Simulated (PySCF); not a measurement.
**Spin-rotation constants: `COC[C@@H](F)C(N)=O`, C4H8FNO2**

Molfile (atoms numbered from 1):
```
C4H8FNO2
     RDKit          3D

 16 15  0  0  0  0  0  0  0  0999 V2000
    2.8772    0.2868   -0.3182 C   0  0  0  0  0  0  0  0  0  0  0  0
    1.6051    0.1642   -0.9009 O   0  0  0  0  0  0  0  0  0  0  0  0
    0.5851   -0.0147    0.0495 C   0  0  0  0  0  0  0  0  0  0  0  0
   -0.7582   -0.0886   -0.6656 C   0  0  1  0  0  0  0  0  0  0  0  0
   -0.9787   -1.3576   -1.1644 F   0  0  0  0  0  0  0  0  0  0  0  0
   -1.9081    0.3126    0.2706 C   0  0  0  0  0  0  0  0  0  0  0  0
   -3.0006   -0.4625    0.1710 N   0  0  0  0  0  0  0  0  0  0  0  0
   -1.8188    1.2655    1.0091 O   0  0  0  0  0  0  0  0  0  0  0  0
    2.9224    1.1525    0.3534 H   0  0  0  0  0  0  0  0  0  0  0  0
    3.5794    0.4221   -1.1375 H   0  0  0  0  0  0  0  0  0  0  0  0
    3.1448   -0.6133    0.2481 H   0  0  0  0  0  0  0  0  0  0  0  0
    0.5502    0.8333    0.7498 H   0  0  0  0  0  0  0  0  0  0  0  0
    0.7435   -0.9409    0.6230 H   0  0  0  0  0  0  0  0  0  0  0  0
   -0.7408    0.5870   -1.5301 H   0  0  0  0  0  0  0  0  0  0  0  0
   -3.7918   -0.2667    0.7613 H   0  0  0  0  0  0  0  0  0  0  0  0
   -3.0183   -1.2709   -0.4267 H   0  0  0  0  0  0  0  0  0  0  0  0
  1  2  1  0
  2  3  1  0
  3  4  1  0
  4  5  1  0
  4  6  1  0
  6  7  1  0
  6  8  2  0
  1  9  1  0
  1 10  1  0
  1 11  1  0
  3 12  1  0
  3 13  1  0
  4 14  1  6
  7 15  1  0
  7 16  1  0
M  END
```

The calculation used PySCF 2.14.0, GIAO B97-2/pcSseg-1 magnetisability, rotational g tensor and spin-rotation constants, non-relativistic, gas phase. Geometry: GFN2-xTB.

**Question.** Give the nuclear spin-rotation constants along the inertial axes (H = +C I·J) beside the isotropic shieldings.

**Answer.** Rotational constants 4.0823, 1.1224, 0.9192 GHz. A star marks the isotopologue with that one atom substituted, in its own axes.
```tsv
atom	isotope	Caa (kHz)	Cbb (kHz)	Ccc (kHz)	mean (kHz)	σ (ppm)
F5	19F	1.420	0.597	0.421	0.813	394.2
N7	14N	0.234	0.123	0.053	0.137	155.3
H9	1H	-0.397	0.055	-0.103	-0.148	28.5
H10	1H	-0.064	-0.095	-0.046	-0.068	27.9
H11	1H	-0.392	-0.112	0.033	-0.157	28.5
H12	1H	-0.356	0.060	-0.102	-0.133	27.5
H13	1H	-0.387	-0.119	0.040	-0.155	28.2
H14	1H	-0.350	-0.138	0.067	-0.140	26.6
H15	1H	0.083	-0.076	-0.115	-0.036	27.1
H16	1H	-0.423	0.080	-0.106	-0.150	25.7
C1	13C*	0.671	0.249	0.210	0.377	125.3
O2	17O*	-0.348	-0.091	-0.041	-0.160	311.0
C3	13C*	0.836	0.280	0.228	0.448	107.8
C4	13C*	1.167	0.250	0.254	0.557	89.2
C6	13C*	2.033	0.408	0.223	0.888	18.7
O8	17O*	-1.809	-0.684	-0.054	-0.849	-57.2
```
For the geometry as given, no vibrational averaging.

**Question.** How do the rotational constants and the g tensor change when H9, H10, H11, H12, H13, H14, H15, H16 are replaced by deuterium?

**Answer.** Constants 3.7278, 0.9789, 0.8211 GHz; g -0.0406, -0.0042, -0.0039, against -0.0442, -0.0050, -0.0044 before.
